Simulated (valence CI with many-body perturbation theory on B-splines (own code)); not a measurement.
# Energy levels of Cu¹⁴⁺

Computed by configuration interaction combined with many-body perturbation theory (CI+MBPT): five valence electrons over a frozen Dirac-Fock core [Ne], radial functions for each j: 9 s, 9 p, 8 d, 6 f, 3 g, 1 h, with the one-electron correlation potential Σ1 (screened to all orders), the two-electron term Σ2, the three-electron term Σ3, Breit, model QED; selected single and double excitations, second order for the rest (own B-spline code, finite nucleus).

No measured spectrum was set against this ion. As an estimate, levels of excited configurations hold to 0.05 to 0.15 % of their energy, terms of the ground configuration to about 0.5 %. Among the levels kept, up to 470 cm⁻¹ of a level comes from second order outside the variational space, and about a tenth of that is noise between levels of different J, which matters for small intervals.

Levels 1 to 45 of 47, with energies above the lowest level, 3s2 3p3 4S°_3/2. "Leading %" is the weight of the configuration and term that name the level; weights of strongly mixed levels are sums over their largest components and can fall short. In the jj column 3d3/2^4 stands for four electrons in 3d with j = 3/2. Lifetimes count E1, E2, E3, M1 and M2 decay at the calculated energies, and are blank where another channel may lead or the interval is too uncertain; long ones can be off by a factor of two.

| No. | Configuration | Term | J | E (cm⁻¹) | Leading % | Leading jj | Second component | Lifetime |
| --- | --- | --- | --- | --- | --- | --- | --- | --- |
| 1 | 3s2 3p3 | 4S° | 3/2 | 0 | 91 | 3s^2 3p1/2^2 3p3/2 (44 %) | 6 % 3s2 3p3 2P° |  |
| 2 | 3s2 3p3 | 2D° | 3/2 | 48197 | 79 | 3s^2 3p1/2 3p3/2^2 (53 %) | 15 % 3s2 3p3 2P° | 3.17 ms |
| 3 | 3s2 3p3 | 2D° | 5/2 | 58062 | 97 | 3s^2 3p1/2 3p3/2^2 (97 %) |  | 35.6 ms |
| 4 | 3s2 3p3 | 2P° | 1/2 | 91491 | 96 | 3s^2 3p1/2 3p3/2^2 (96 %) |  | 971 μs |
| 5 | 3s2 3p3 | 2P° | 3/2 | 106480 | 76 | 3s^2 3p3/2^3 (84 %) | 17 % 3s2 3p3 2D° | 406 μs |
| 6 | 3s 3p4 | 4P | 5/2 | 338050 | 87 | 3s 3p1/2^2 3p3/2^2 (72 %) | 9 % 3s2 3p2 3d 4P | 427 ps |
| 7 | 3s 3p4 | 4P | 3/2 | 355560 | 87 | 3s 3p1/2 3p3/2^3 (72 %) | 10 % 3s2 3p2 3d 4P | 378 ps |
| 8 | 3s 3p4 | 4P | 1/2 | 362330 | 86 | 3s 3p1/2^2 3p3/2^2 (31 %) | 10 % 3s2 3p2 3d 4P | 348 ps |
| 9 | 3s 3p4 | 2D | 3/2 | 419190 | 73 | 3s 3p1/2 3p3/2^3 (44 %) | 19 % 3s2 3p2 3d 2D | 182 ps |
| 10 | 3s 3p4 | 2D | 5/2 | 424040 | 75 | 3s 3p1/2 3p3/2^3 (64 %) | 19 % 3s2 3p2 3d 2D | 214 ps |
| 11 | 3s2 3p2 3d | 2P | 3/2 | 477950 | 49 | 3s 3p1/2 3p3/2^3 (33 %) | 43 % 3s 3p4 2P | 81.1 ps |
| 12 | 3s 3p4 | 2S | 1/2 | 483390 | 34 | 3s 3p1/2^2 3p3/2^2 (38 %) | 30 % 3s 3p4 2P | 67.2 ps |
| 13 | 3s 3p4 | 2S | 1/2 | 510960 | 45 | 3s 3p3/2^4 (43 %) | 22 % 3s2 3p2 3d 2P | 92.1 ps |
| 14 | 3s2 3p2 3d | 4F | 3/2 | 514470 | 90 | 3s^2 3p1/2^2 3d3/2 (50 %) | 4 % 3s2 3p2 3d 4D | 1.46 ns |
| 15 | 3s2 3p2 3d | 4F | 5/2 | 521580 | 86 | 3s^2 3p1/2 3p3/2 3d3/2 (52 %) | 9 % 3s2 3p2 3d 4D | 2.59 ns |
| 16 | 3s2 3p2 3d | 4F | 7/2 | 532220 | 90 | 3s^2 3p1/2 3p3/2 3d5/2 (68 %) | 7 % 3s2 3p2 3d 4D | 17.1 ns |
| 17 | 3s2 3p2 3d | 2F | 5/2 | 536330 | 76 | 3s^2 3p1/2 3p3/2 3d3/2 (68 %) | 17 % 3s2 3p2 3d 4D | 3.40 ns |
| 18 | 3s2 3p2 3d | 4F | 9/2 | 544230 | 92 | 3s^2 3p1/2 3p3/2 3d5/2 (55 %) | 5 % 3s2 3p2 3d 2G |  |
| 19 | 3s2 3p2 3d | 2F | 7/2 | 544310 | 52 | 3s^2 3p1/2 3p3/2 3d5/2 (56 %) | 42 % 3s2 3p2 3d 4D | 14.6 ns |
| 20 | 3s2 3p2 3d | 4D | 1/2 | 544840 | 93 | 3s^2 3p1/2 3p3/2 3d3/2 (73 %) |  | 471 ps |
| 21 | 3s2 3p2 3d | 4D | 3/2 | 546310 | 89 | 3s^2 3p1/2 3p3/2 3d3/2 (45 %) | 5 % 3s2 3p2 3d 4F | 490 ps |
| 22 | 3s2 3p2 3d | 4D | 5/2 | 554330 | 67 | 3s^2 3p1/2 3p3/2 3d5/2 (51 %) | 21 % 3s2 3p2 3d 2F | 711 ps |
| 23 | 3s2 3p2 3d | 4D | 7/2 | 571530 | 48 | 3s^2 3p3/2^2 3d5/2 (86 %) | 41 % 3s2 3p2 3d 2F | 61.8 ns |
| 24 | 3s2 3p2 3d | 2G | 7/2 | 603010 | 92 | 3s^2 3p1/2 3p3/2 3d3/2 (42 %) | 5 % 3s2 3p2 3d 2F | 1.25 ns |
| 25 | 3s2 3p2 3d | 2P | 3/2 | 608040 | 46 | 3s^2 3p1/2 3p3/2 3d5/2 (36 %) | 42 % 3s 3p4 2P | 11.6 ps |
| 26 | 3s2 3p2 3d | 2G | 9/2 | 609650 | 92 | 3s^2 3p3/2^2 3d5/2 (54 %) | 5 % 3s2 3p2 3d 4F |  |
| 27 | 3s2 3p2 3d | 4P | 5/2 | 619870 | 81 | 3s^2 3p1/2 3p3/2 3d5/2 (47 %) | 8 % 3s 3p4 4P | 9.60 ps |
| 28 | 3s2 3p2 3d | 4P | 3/2 | 626510 | 73 | 3s^2 3p1/2 3p3/2 3d3/2 (37 %) | 8 % 3s 3p4 4P | 9.76 ps |
| 29 | 3s2 3p2 3d | 4P | 1/2 | 627700 | 37 | 3s^2 3p1/2 3p3/2 3d3/2 (46 %) | 31 % 3s2 3p2 3d 2P | 10.6 ps |
| 30 | 3s2 3p2 3d | 4P | 1/2 | 634190 | 46 | 3s^2 3p3/2^2 3d3/2 (52 %) | 24 % 3s2 3p2 3d 2P | 9.48 ps |
| 31 | 3s2 3p2 3d | 2D | 3/2 | 639120 | 75 | 3s^2 3p3/2^2 3d3/2 (37 %) | 10 % 3s2 3p2 3d 4P | 37.7 ps |
| 32 | 3s2 3p2 3d | 2D | 5/2 | 656600 | 81 | 3s^2 3p3/2^2 3d5/2 (41 %) | 10 % 3s 3p4 2D | 16.7 ps |
| 33 | 3s2 3p2 3d | 2D | 3/2 | 672980 | 75 | 3s^2 3p1/2 3p3/2 3d3/2 (35 %) | 14 % 3s 3p4 2D | 10.6 ps |
| 34 | 3s2 3p2 3d | 2D | 5/2 | 676190 | 87 | 3s^2 3p3/2^2 3d5/2 (51 %) | 5 % 3s 3p4 2D | 24.1 ps |
| 35 | 3s2 3p2 3d | 2P | 1/2 | 688870 | 79 | 3s^2 3p1/2 3p3/2 3d5/2 (71 %) | 10 % 3s2 3p2 3d 2S | 12.0 ps |
| 36 | 3s2 3p2 3d | 2F | 5/2 | 694980 | 74 | 3s^2 3p1/2 3p3/2 3d3/2 (41 %) | 17 % 3s2 3p2 3d 2D | 7.82 ps |
| 37 | 3s2 3p2 3d | 2P | 3/2 | 704120 | 84 | 3s^2 3p3/2^2 3d5/2 (54 %) | 5 % 3s 3p4 2P | 11.5 ps |
| 38 | 3s2 3p2 3d | 2F | 7/2 | 704870 | 95 | 3s^2 3p1/2 3p3/2 3d5/2 (53 %) |  | 7.86 ps |
| 39 | 3s2 3p2 3d | 2S | 1/2 | 706850 | 66 | 3s^2 3p3/2^2 3d5/2 (26 %) | 13 % 3s 3p4 2S | 11.4 ps |
| 40 | 3s2 3p2 3d | 2D | 5/2 | 736020 | 73 | 3s^2 3p3/2^2 3d5/2 (63 %) | 21 % 3s2 3p2 3d 2F | 8.73 ps |
| 41 | 3s2 3p2 3d | 2D | 3/2 | 736930 | 94 | 3s^2 3p3/2^2 3d3/2 (49 %) |  | 9.07 ps |
| 42 | 3s 3p3 3d | 6D° | 1/2 | 770580 | 98 | 3s 3p1/2 3p3/2^2 3d3/2 (52 %) |  | 8.73 ns |
| 43 | 3s 3p3 3d | 6D° | 3/2 | 771090 | 98 | 3s 3p1/2 3p3/2^2 3d3/2 (46 %) |  | 8.40 ns |
| 44 | 3s 3p3 3d | 6D° | 5/2 | 771880 | 97 | 3s 3p1/2 3p3/2^2 3d3/2 (35 %) |  | 11.6 ns |
| 45 | 3s 3p3 3d | 6D° | 7/2 | 773000 | 97 | 3s 3p1/2 3p3/2^2 3d5/2 (28 %) |  | 22.1 ns |

Names give the largest LS component (configuration and term), which can be under half, so a name can repeat, a term be missing and a line seem to break the LS rules; names also repeat where a configuration has a term twice.

The ionisation energy to 3s2 3p2 3P_0 of the next ion comes out as 478.23 eV (NIST: 483.1 ± 0.9 eV (semi-empirical), further off than twice its uncertainty). All 47 levels together are meant to be complete up to 806030 cm⁻¹.
